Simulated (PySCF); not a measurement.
Si(H)(F)(Me)(NH2) (CH6FNSi), SMILES C[SiH](F)N.

Coordinates come from a B3LYP-D3(BJ)/def2-SVP optimisation. The values are those of a single conformer.

These are TDDFT-PBE0/def2-SVPD (PySCF) values and carry that method's errors.

Vertical excitations. Isolated molecule, no solvent.

Computed UV-visible absorptions:
```
state  energy (eV)  λ (nm)      f                                             main pairs
-----  -----------  ------  -----  -----------------------------------------------------
S1            7.04     176  0.048                                         HOMO→LUMO 93 %
S2            7.89     157  0.001                                       HOMO→LUMO+1 93 %
S3            8.30     149  0.036                     HOMO→LUMO+2 77 %, HOMO→LUMO+3 14 %
S4            8.42     147  0.004                                       HOMO−1→LUMO 97 %
S5            8.54     145  0.031                     HOMO→LUMO+3 71 %, HOMO→LUMO+2 17 %
S6            8.85     140  0.143                                     HOMO−1→LUMO+1 96 %
S7            9.07     137  0.010                                     HOMO−1→LUMO+2 87 %
S8            9.14     136  0.001                                       HOMO→LUMO+5 69 %
S9            9.34     133  0.007                                       HOMO→LUMO+4 79 %
S10           9.55     130  0.044                     HOMO−2→LUMO 68 %, HOMO→LUMO+6 18 %
T1            6.62     187      0                                         HOMO→LUMO 87 %
T2            7.62     163      0                     HOMO→LUMO+2 66 %, HOMO→LUMO+1 23 %
T3            7.86     158      0     HOMO→LUMO+1 64 %, HOMO→LUMO+2 21 %, HOMO→LUMO 10 %
T4            8.19     151      0  HOMO−1→LUMO 40 %, HOMO→LUMO+3 32 %, HOMO−1→LUMO+1 8 %
```
Triplets are in the Tamm–Dancoff approximation, which puts them higher than full response would, so one can lie above its singlet here.
